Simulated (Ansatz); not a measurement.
The cluster AlB5. Total charge 0; singlet. Geometry PBE0-D4/def2-SVP; atoms count from 1.

```xyz
6

B    -1.774    0.776   -0.824
B     0.588   -1.653    1.151
B    -0.337    1.320   -0.951
B     1.479   -0.552    0.544
B     0.930    0.515   -0.473
Al   -0.886   -0.407    0.554
```

The restricted singlet is unstable towards broken spin symmetry at other levels; at PBE0-D4/def2-TZVP this wasn't settled. The geometry of the singlet was relaxed on an unsound state (restricted singlet, unstable towards broken spin symmetry at other levels and untested here). Another isomer (singlet) lies 1.93 eV lower at PBE0-D4/def2-TZVP; other spin states weren't run for this one.

Q: Estimate the Mulliken populations from the PBE0/def2-TZVP orbitals of Ansatz.

A: 
```
atom  charge (e)
  B1        0.02
  B2        0.02
  B3       -0.01
  B4       -0.01
  B5       -0.02
 Al6        0.00
```
Mulliken values and Mayer orders depend strongly on the basis.

Q: And the Mayer bond orders between bonded heavy atoms (over 0.3)?

A: B1–B3 1.48 (1.54 Å); B1–Al6 1.07 (2.02 Å); B2–B4 1.48 (1.54 Å); B2–Al6 1.08 (2.02 Å); B3–B5 1.17 (1.58 Å); B3–Al6 0.51 (2.36 Å); B4–B5 1.18 (1.57 Å); B4–Al6 0.49 (2.37 Å); B5–Al6 0.46 (2.28 Å).
